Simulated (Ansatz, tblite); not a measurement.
Forces on Cd12H32Se12 at its PBE-D4/def2-SVP geometry. Total charge 0; singlet.

In the def2 sets Cd takes a core potential; there is no spin–orbit coupling. The xTB rows come from tblite. Single mean-field runs in def2-SVP are fitted with def2-universal-jkfit. In the singlet geometry the species has come apart into loosely held pieces. In the singlet, H26 and H42 lie 0.77 Å apart, H36 and H55 lie 0.77 Å apart, H33 and H47 lie 0.77 Å apart (atoms count from 1), so H2 has formed as a molecule.

GFN2-xTB (tblite), largest force 1.21 eV/Å:

```xyz
56
positions Å, forces eV/Å
Cd   -0.179    1.047   -4.142   -0.623    0.021   -0.663
Cd   -1.777   -3.879   -4.058    0.109   -0.126    0.051
Cd    1.392   -5.245   -0.100    0.252   -0.781    0.030
Cd    1.779    4.789   -2.295    0.216    0.445   -0.202
Cd    5.063    0.604    0.908    0.769   -0.243    0.328
Cd    2.188   -2.050   -1.259    0.353   -0.428   -0.091
Cd   -0.768    0.598   -0.526    0.063    0.099   -0.045
Cd   -0.998   -3.092    1.532   -0.037   -0.123    0.062
Cd    1.129    0.405    3.027    0.203   -0.081    0.515
Cd   -1.434    3.927    0.902   -0.801    0.429    0.052
Cd    0.175   -2.403    4.875    0.075   -0.391    0.716
Cd   -3.875    0.932    4.335    0.092   -0.088    0.125
Se    0.278   -1.523   -3.184    0.272    0.031   -0.534
Se    2.059    2.208   -3.031    0.027    0.270   -0.809
Se   -1.709    2.522   -1.865   -0.692   -0.118   -0.105
Se    4.381   -0.617   -1.460   -0.632    0.249   -0.228
Se   -1.213   -4.327   -0.778   -0.427   -0.576    0.031
Se    1.297   -4.071    2.656   -0.338   -0.608    0.262
Se    4.836    3.277   -0.674    0.818    0.410   -0.037
Se    1.239    4.088    0.254   -0.210    0.813    0.147
Se    3.348    1.775    2.713   -0.610    0.190   -0.326
Se    0.619   -1.004    0.730    0.326    0.267   -0.072
Se   -2.262   -1.889    3.497   -0.496   -0.418    0.306
Se   -1.198    1.869    2.758    0.061    0.515    0.308
H    -1.008    1.424   -5.576    0.387   -0.053    0.408
H    -3.584    0.171   -4.057    0.012    0.798   -0.003
H    -3.172   -2.930   -3.885    0.150   -0.218   -0.074
H    -0.490   -4.922   -4.404   -0.279    0.141   -0.004
H     1.732   -6.909    0.014   -0.107    0.553   -0.055
H     2.333   -3.822   -0.905    0.153    0.286   -0.137
H     1.958    6.268   -3.096    0.022   -0.491    0.286
H     6.655    0.307    1.475   -0.504    0.172   -0.225
H    -2.707   -0.982   -1.793   -0.343    0.863   -0.667
H    -3.310    0.387    0.619   -0.394    0.935   -0.527
H    -2.628    5.133    0.934    0.489   -0.284    0.000
H    -4.680    2.688    0.341    0.175    0.426   -0.654
H     0.183   -3.309    6.316    0.000    0.319   -0.469
H     1.027   -0.798    4.380    0.153    0.299   -0.115
H    -3.056    0.946    5.817   -0.226    0.020   -0.219
H    -4.877    0.992    2.967    0.063   -0.021    0.266
H     1.197   -1.719   -4.335   -0.271    0.044    0.394
H    -3.495   -0.594   -4.021    0.107   -0.675   -0.012
H     2.619    2.513   -4.373   -0.122   -0.178    0.504
H    -3.081    1.944   -1.878    0.469    0.304   -0.057
H     3.592    0.519   -2.037    0.444   -0.489    0.259
H    -1.929   -5.530   -0.280    0.193    0.421   -0.166
H    -2.441   -1.565   -1.363    0.347   -0.955    0.652
H     0.705   -5.311    3.219    0.241    0.357   -0.145
H     6.054    3.055   -1.499   -0.475    0.112    0.288
H     5.616    4.080    0.305   -0.311   -0.271   -0.388
H     1.331    5.468    0.795    0.034   -0.533   -0.119
H     2.654    2.688    1.749    0.398   -0.381    0.447
H    -3.024   -0.221    1.000    0.366   -0.974    0.619
H    -2.978   -3.085    4.011    0.200    0.400   -0.204
H    -4.744    2.272    0.988   -0.046   -0.325    0.601
H    -0.824    2.903    3.757   -0.093   -0.359   -0.307
```

r2SCAN-D4/def2-SVP (Ansatz), largest force 0.45 eV/Å:

```
Cd -0.014 0.025 -0.043
Cd 0.020 0.010 0.023
Cd 0.016 -0.057 0.018
Cd 0.011 0.015 -0.007
Cd 0.103 0.014 0.014
Cd -0.002 -0.025 -0.003
Cd -0.004 -0.013 0.001
Cd 0.064 0.010 0.014
Cd -0.006 -0.010 0.016
Cd -0.025 0.049 -0.008
Cd 0.001 -0.049 0.041
Cd 0.026 -0.012 -0.011
Se 0.183 0.023 -0.191
Se -0.007 0.154 -0.316
Se -0.221 -0.228 0.076
Se -0.195 0.176 -0.033
Se -0.124 -0.212 0.178
Se -0.193 -0.228 0.078
Se 0.430 0.121 0.036
Se -0.088 0.339 0.012
Se -0.159 0.081 -0.196
Se -0.082 0.068 -0.057
Se -0.097 -0.284 0.049
Se 0.106 0.207 0.133
H 0.078 -0.030 0.106
H 0.040 -0.311 0.011
H 0.113 -0.105 -0.019
H -0.105 0.067 0.013
H -0.034 0.134 -0.011
H -0.027 0.032 0.001
H -0.012 -0.134 0.074
H -0.122 0.021 -0.043
H 0.118 -0.218 0.184
H 0.132 -0.244 0.141
H 0.103 -0.087 0.005
H -0.024 -0.165 0.265
H -0.004 0.077 -0.117
H -0.011 0.015 -0.029
H -0.076 0.003 -0.101
H 0.073 -0.014 0.135
H -0.158 0.038 0.194
H -0.042 0.329 -0.024
H -0.098 -0.069 0.244
H 0.253 0.114 -0.002
H 0.165 -0.227 0.117
H 0.138 0.219 -0.099
H -0.096 0.247 -0.160
H 0.131 0.220 -0.094
H -0.239 0.029 0.153
H -0.159 -0.158 -0.176
H -0.016 -0.258 -0.085
H 0.145 -0.182 0.195
H -0.099 0.245 -0.163
H 0.134 0.227 -0.087
H 0.021 0.184 -0.275
H -0.064 -0.174 -0.177
```

B97M-V/def2-SVP (Ansatz), largest force 0.68 eV/Å:

```
Cd 0.071 -0.011 0.103
Cd 0.000 -0.018 -0.002
Cd -0.017 0.002 0.022
Cd -0.027 -0.125 0.063
Cd -0.112 0.009 -0.038
Cd 0.050 0.122 -0.073
Cd -0.004 -0.006 -0.004
Cd -0.040 -0.026 0.009
Cd 0.046 0.137 -0.054
Cd 0.098 -0.072 -0.014
Cd -0.014 -0.028 -0.019
Cd -0.007 -0.012 0.016
Se 0.247 -0.045 -0.319
Se 0.063 0.185 -0.474
Se -0.425 -0.180 -0.003
Se -0.193 0.318 -0.187
Se -0.266 -0.353 0.136
Se -0.160 -0.377 0.171
Se 0.640 0.232 0.024
Se -0.074 0.499 0.082
Se -0.183 0.282 -0.245
Se -0.022 0.043 -0.028
Se -0.269 -0.354 0.134
Se 0.104 0.289 0.269
H -0.092 0.044 -0.188
H 0.067 -0.492 0.025
H -0.159 0.090 0.010
H 0.134 -0.129 -0.057
H 0.024 -0.210 0.019
H 0.058 -0.064 -0.017
H 0.028 0.165 -0.087
H 0.205 -0.039 0.073
H 0.171 -0.370 0.276
H 0.185 -0.390 0.245
H -0.142 0.158 0.015
H -0.031 -0.267 0.418
H -0.012 -0.118 0.172
H 0.040 -0.003 0.087
H 0.074 0.009 0.178
H -0.122 0.007 -0.138
H -0.231 0.044 0.276
H -0.061 0.500 -0.026
H -0.130 -0.101 0.343
H 0.346 0.171 -0.011
H 0.316 -0.406 0.207
H 0.179 0.313 -0.151
H -0.166 0.378 -0.273
H 0.192 0.304 -0.127
H -0.340 0.039 0.192
H -0.235 -0.204 -0.237
H -0.016 -0.362 -0.114
H 0.278 -0.320 0.356
H -0.179 0.393 -0.244
H 0.171 0.328 -0.127
H 0.038 0.272 -0.421
H -0.100 -0.254 -0.244
```
